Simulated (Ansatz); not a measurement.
Species: SiI, charge 0, multiplicity 2. 
Structure (B3LYP-D3(BJ)/def2-TZVP (Ansatz, a quantum-chemistry and plane-wave program) minimum search):
```
Si
I 1 2.4688
```
Charge 0, spin multiplicity 2.

Computed values are from Ansatz. Cores are frozen in the correlated levels unless marked. UHF or UKS for open shells. No spin-orbit coupling. Frozen are the shells of the preceding noble gas and the d and f shells that filled before the atom's block. In def2 rows, elements after Kr have scalar-relativistic effective core potentials. Basis-set limits of correlation are two-point, X^-3; Hartree-Fock from the larger set.

Q: What is the dipole moment at CCSD(T)/def2-SVPD?

A: 0.70 D.

Q: What is the total energy at CCSD(T)/CBS(def2-TZVPPD,def2-QZVPPD)?

A: -585.8873 Eh.

Q: What is the atomisation energy De at CCSD(T)/CBS(def2-TZVPPD,def2-QZVPPD)?

A: 315.5 kJ/mol.

Q: What is the vertical ionisation energy (to the singlet) at CCSD(T)/CBS(def2-TZVPPD,def2-QZVPPD)?

A: 7.34 eV.

Q: What is the vertical electron affinity (to the triplet; negative means unbound) at CCSD(T)/CBS(def2-TZVPPD,def2-QZVPPD)?

A: 1.49 eV.
